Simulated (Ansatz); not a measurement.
## Loss of CH4: W(CH3)(OH)O2 → WO3 + CH4

Species: W(CH3)(OH)O2, singlet; WO3 `[O]=[W](=[O])=[O]`, singlet; CH4 (methane) `C`, singlet. This is a balance of energies; it says nothing on the path, which may need atoms to shift.

Shapes, held fixed at every level: PBE0-D4/def2-TZVP. Flexible molecules stand in one conformer, not always the lowest. Programs: Ansatz 0.2.0. The zero-point and thermal change to 298 K, harmonic and unscaled (PBE0-D4/def2-TZVP), is -2.0 kJ/mol.

```json
{"level": "HF/def2-SVP", "kind": "Hartree–Fock", "ΔH(298 K) (kJ/mol)": "+279.5", "less CCSD(T)/def2-TZVPP": "+40.3"}
{"level": "SPW92/def2-TZVPP", "kind": "LDA", "ΔH(298 K) (kJ/mol)": "+261.7", "less CCSD(T)/def2-TZVPP": "+22.5"}
{"level": "B3LYP-D4/def2-TZVPP", "kind": "global hybrid", "ΔH(298 K) (kJ/mol)": "+236.1", "less CCSD(T)/def2-TZVPP": "-3.1"}
{"level": "MP2/def2-SVP", "kind": "perturbation theory", "ΔH(298 K) (kJ/mol)": "+190.4", "less CCSD(T)/def2-TZVPP": "-48.8"}
{"level": "MP2/def2-TZVPP", "kind": "perturbation theory", "ΔH(298 K) (kJ/mol)": "+209.7", "less CCSD(T)/def2-TZVPP": "-29.5"}
{"level": "CCSD(T)/def2-SVP", "kind": "coupled cluster or CI", "ΔH(298 K) (kJ/mol)": "+219.9", "less CCSD(T)/def2-TZVPP": "-19.3"}
{"level": "CCSD(T)/def2-TZVPP", "kind": "coupled cluster or CI", "ΔH(298 K) (kJ/mol)": "+239.2", "less CCSD(T)/def2-TZVPP": "0.0"}
```

The highest level, CCSD(T)/def2-TZVPP, gives ΔH(298 K) = +239.2 kJ/mol; the levels span +190.4 to +279.5. The column of differences is taken from that level and isn't an error. No measured value is set beside it here. For atoms past krypton def2 sets carry core potentials with scalar relativity. Outer-core shells of W are correlated, in sets that cover them unevenly.
